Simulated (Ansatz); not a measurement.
Consider the cleavage of the Zn–Si bond: `[CH3][Zn][SiH2]Cl` + `N=CO` → `[CH3][Zn][O]C=N` + `[SiH3]Cl`.

Calculated with Ansatz (gas phase, PBE0-D4/def2-TZVP geometries, no zero-point term in ΔE). CCSD(T)/CBS adds triple-zeta CCSD(T) − MP2 to the extrapolated MP2 energy (def2 sets, frozen cores). This one scheme is used for every species. Functionals use def2-TZVPP. B3LYP here is the variant with VWN-RPA as its local correlation; programs differ in this. For Zn outer-core shells are correlated without core-valence functions, which leaves a few kJ/mol of doubt a bond. Scalar relativity is left out up to krypton. One conformer a species, not always the lowest.

(1) Is it downhill or uphill in electronic energy at CCSD(T)/CBS, and by how much? (Estimate.)

(2) What do these levels give: r2SCAN0-D4, B2PLYP, PBE-QIDH, PBE, BLYP, r2SCAN, B3LYP, HF/def2-SVP, CCSD(T)/def2-SVP, HF/def2-TZVPP, SCS-MP2/def2-TZVPP, HF/def2-QZVPP? (Estimate.)

Largest T1 diagnostic among the species: 0.016.

## Answers

(1) Ansatz gave: Downhill: ΔE = -0.32 eV.

(2) The calculation gave: r2SCAN0-D4 -0.24, B2PLYP -0.34, PBE-QIDH -0.26, PBE -0.13, BLYP -0.27, r2SCAN -0.27, B3LYP -0.27, HF/def2-SVP -0.40, CCSD(T)/def2-SVP -0.39, HF/def2-TZVPP -0.41, SCS-MP2/def2-TZVPP -0.42, HF/def2-QZVPP -0.45 eV.

From BLYP to BHLYP (50 % exact exchange), in def2-TZVPP and without D4, ΔE moves by −0.04 eV. At CCSD(T), def2-SVP lies −0.07 eV from the extrapolated value and def2-TZVPP −0.03 eV. Leaving LDA and LC-ωPBE aside and taking each functional with its dispersion term where it has one, the values, not all of them listed here, spread over 0.21 eV, from B2PLYP to PBE-D4.
